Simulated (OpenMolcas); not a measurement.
## Nb4+: effect of the metal basis and ligand basis

Nb4+ with 6 ligands (fluoride) in octahedral coordination (Oh) at 1.99 Å. A charge of +0.333 e stands 3.2 Å behind each ligand.

| Property | Result |
| --- | --- |
| Program | OpenMolcas 26.06 |
| Method | CASSCF |
| Spin-orbit coupling | RASSI with atomic mean-field integrals over the reference wave functions |

Fixed: active space 1 electron in 5 orbitals (4d), DKH2 Hamiltonian.

States (labels of O, the rotations of Oh). Energies in cm-1 above the lowest state or level, χT in cm3 K/mol; under a threefold ground state the first gap can be a small split of the lowest multiplet, not the spin-orbit step; 10Dq is the gap between the two states.

```
Run   Metal basis  Ligand basis  Ground state  First state of that spin   10Dq  First gap with spin-orbit (degeneracies)  χT at 300 K                     Cost
  A  ANO-RCC-VDZP  ANO-RCC-VDZP           2T2                  2E 30983  30983                              996.0 (4, 2)        0.149  roughly 10 core-seconds
  B  ANO-RCC-VTZP  ANO-RCC-VTZP           2T2                  2E 30383  30383                              973.7 (4, 2)        0.152  roughly 60 core-seconds
```

Against A, |10Dq| changes by -1.9 % in B.

Costs are those of the RASSCF and RASSI steps.

An orbital triplet at a regular site is open to Jahn-Teller coupling, which can distort the site and quench the lowest spin-orbit gaps and is left out. With metal d orbitals alone the field can be off either way by tens of per cent. Ligand-to-metal charge-transfer states are missing. The least metal-like active orbital is 78 % on the metal (Löwdin) and no ligand orbital is active, so the numbers are rough (holds for A). The least metal-like active orbital is 73 % on the metal (Löwdin) and no ligand orbital is active, so the numbers are rough (holds for B). No measured value stands beside these numbers; the geometry is a model, was not optimised and need not be the one that this ion takes.
